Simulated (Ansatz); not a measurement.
Mulliken charges of C2H5FOSe (`COC(F)[SeH]`) from B3LYP/def2-TZVPP in Ansatz (PBE0-D4/def2-TZVP geometry).

```csv
atom,x (Å),y (Å),z (Å),charge (e)
C1,-0.757,0.225,1.245,-0.149
O2,-0.413,0.507,-0.104,-0.267
C3,0.350,-0.453,-0.681,0.200
F4,-0.388,-1.585,-0.945,-0.221
Se5,1.015,0.163,-2.419,-0.037
H6,-1.283,1.101,1.620,0.125
H7,-1.410,-0.649,1.310,0.123
H8,0.142,0.055,1.848,0.091
H9,1.180,-0.768,-0.036,0.093
H10,1.647,1.353,-1.836,0.040
```

**Question.** By hand: the dipole of these point charges (1 e Å = 4.8032 D).

**Answer.** Σ q r = (0.196, 0.130, 0.459) e Å, of length 0.516 e Å = 2.48 D.

**Question.** How does the dipole of the full density compare? (Best estimate.)

**Answer.** Ansatz gave: (0.142, 0.142, 0.509) e Å, 2.63 D; the point charges give 0.94 times that, at 7° from its direction.

Point charges leave out the atoms' own dipoles, such as those of lone pairs, and Mulliken's split depends on the basis, so the close match here is no proof of good charges.

B3LYP here is the variant with VWN-RPA as its local correlation; programs differ in this.
